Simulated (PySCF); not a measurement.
# Cr (chromium, neutral) across methods

[Ar] 3d5 4s1, high-spin 7S determinant. All numbers are calculated (PySCF 2.14, the spin-free X2C one-electron Hamiltonian (Gaussian nucleus), in aug-cc-pVDZ-DK).

```tsv
method	E (hartree)	mean ε 3p β (eV)	mean ε 4s α (eV)	mean ε 3d α (eV)	Σ⟨r²⟩ (bohr²)	⟨S²⟩
BP86	-1050.937	-42.044	-4.619	-3.762	37.63	12.000
LDA	-1048.466	-41.850	-4.637	-3.810	37.56	12.000
PBE	-1050.554	-41.781	-4.450	-3.656	37.83	12.000
PBE0	-1050.572	-44.146	-4.935	-5.226	37.23	12.000
wB97M-V	-1050.675	-46.855	-6.591	-7.607	37.68	12.000
BHandHLYP	-1050.740	-46.487	-5.230	-6.658	37.08	12.000
UHF	-1049.65359	-50.374	-6.160	-9.925	37.44	12.000
PW91	-1050.854	-41.854	-4.512	-3.714	37.73	12.000
r2SCAN	-1050.756	-42.303	-4.695	-3.817	37.09	12.000
```
